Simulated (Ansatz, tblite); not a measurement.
Adding an electron: the cluster Cd₂Se⁺. Charge 1, multiplicity 2. Geometry: PBE0-D4/def2-TZVP. Ansatz, gas phase; energy differences of separate SCF runs; the reduced species is a triplet (the singlet lies 0.31 eV higher at PBE0-D4/def2-TZVP).

```xyz
3

Cd    0.6675    0.6744    1.9489
Cd   -0.3343    0.1383   -2.1373
Se   -0.3332   -0.8128    0.1883
```

In the def2 sets Cd takes a core potential; there is no spin–orbit coupling. The xTB rows come from tblite. The structure comes from a short search, and lower isomers may exist.

```tsv
level	−HOMO (eV)	−LUMO (eV)	vertical EA (eV)	HOMO–LUMO gap (eV)
GFN1-xTB	–	–	10.50	–
GFN2-xTB	–	–	10.94	–
PBE-D4/def2-TZVP	9.81	9.27	6.91	0.54
r2SCAN-D4/def2-TZVP	9.95	9.34	7.14	0.61
PBE0-D4/def2-TZVP	10.30	8.69	7.03	1.61
```

  HOMO and LUMO are the levels of the spin that leaves or enters (xTB has no such levels and no spin-polarisation term). Other spin states of the ions may lie lower, which would lower the ionisation energy or raise the affinity. Raw xTB energy differences between charge states are shifted by several eV; the methods need an empirical correction for them.
